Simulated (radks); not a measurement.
Results of a calculation; reference values are marked as such.
Q: Excited configurations of neutral antimony: one electron is placed in a higher orbital outside [Kr] 4d10 5s2 5p2. The ground configuration is [Kr] 4d10 5s2 5p3. Level of theory: scalar-relativistic Kohn-Sham, BLYP, spin-unpolarised, spherical densities, finite nucleus; Fermi nuclear charge, rms radius 4.6802 fm (a radial shooting solver on a logarithmic mesh with Libxc functionals). Excitation = E - E(ground); binding = E(ion) - E, where the ion is the core of charge +1; n* = 1/sqrt(2 binding) in atomic units, and the quantum defect is n - n*.

| outer orbital | excitation (eV) | binding (eV) | n* | quantum defect | eigenvalue (eV) | <r> (bohr) |
|---|---|---|---|---|---|---|
| 6s | 4.996 | 3.200 | 2.062 | 3.938 | -1.678 | 6.670 |
| 6p | 6.103 | 2.094 | 2.549 | 3.451 | -1.026 | 8.995 |
| 7s | 6.602 | 1.595 | 2.921 | 4.079 | -0.905 | 13.46 |
| 7d | 7.410 | 0.786 | 4.160 | 2.840 | -0.434 | 25.07 |
| 7f | 7.795 | 0.402 | 5.821 | 1.179 | -0.268 | 62.61 |

Estimate the row for 5d.

A: excitation (eV) 6.331; binding (eV) 1.866; n* 2.700; quantum defect 2.300; eigenvalue (eV) -0.537; <r> (bohr) 7.955. The Delta-SCF ionisation energy is 8.197 eV (NIST Atomic Spectra Database: 8.608 eV, measured). Self-interaction in the functional shifts the binding energies and quantum defects, so they are the method's values and not measured ones. Spin polarisation and multiplet splitting are left out, so open shells lie too high by an amount that depends on their filling. Spin-orbit splitting is averaged out at the scalar-relativistic level.

Beside tabulated values, note that spin-unpolarised runs miss the spin-polarisation part of the exchange energy of open shells.
